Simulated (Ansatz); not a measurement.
Reaction (cleavage of the Si–Al bond): `[SiH3][AlH][Br]` + `OB[SiH3]` → `[SiH3]BO[SiH3]` + `[AlH2][Br]`

Program: Ansatz. Geometries: PBE0-D4/def2-TZVP. ΔE: electronic, gas phase. CCSD(T)/CBS is the MP2 limit (def2-TZVPP, def2-QZVPP) plus CCSD(T) − MP2 in def2-TZVPP, frozen cores. Functionals use def2-TZVPP. For Br outer-core shells are correlated without core-valence functions, which leaves a few kJ/mol of doubt a bond. Scalar relativity is left out up to krypton. Each species was taken in one conformer, which may not be the lowest.

Is it downhill or uphill in electronic energy at CCSD(T)/CBS, and by how much? (Best estimate.)

Ansatz gave: Downhill: ΔE = -72.6 kJ/mol.

What do these levels give: revPBE-D4, r2SCANh-D4, BHLYP-D4, CAM-B3LYP-D4, PBE, revPBE, LC-ωPBE, CCSD(T)/def2-TZVPP, HF/def2-QZVPP, SCS-MP2/def2-QZVPP, MP2/CBS(def2), CCSD/CBS(def2)? (Best estimate.)

The calculation gave: revPBE-D4 -49.8, r2SCANh-D4 -66.5, BHLYP-D4 -82.9, CAM-B3LYP-D4 -80.0, PBE -44.9, revPBE -43.7, LC-ωPBE -63.2, CCSD(T)/def2-TZVPP -71.3, HF/def2-QZVPP -99.9, SCS-MP2/def2-QZVPP -85.8, MP2/CBS(def2) -81.4, CCSD/CBS(def2) -75.7 kJ/mol.

Largest T1 diagnostic among the species: 0.014.

In def2-TZVPP, CCSD(T) changes the Hartree–Fock value by +25.9 kJ/mol (the triples alone add +3.1 kJ/mol) and MP2 by +17.1 kJ/mol. Leaving LDA and LC-ωPBE aside and taking each functional with its dispersion term where it has one, the values, not all of them listed here, spread over 36.9 kJ/mol, from BHLYP-D4 to PBE-D4. From PBE to PBE0 (25 % exact exchange), in def2-TZVPP and without D4, ΔE moves by −8.0 kJ/mol.
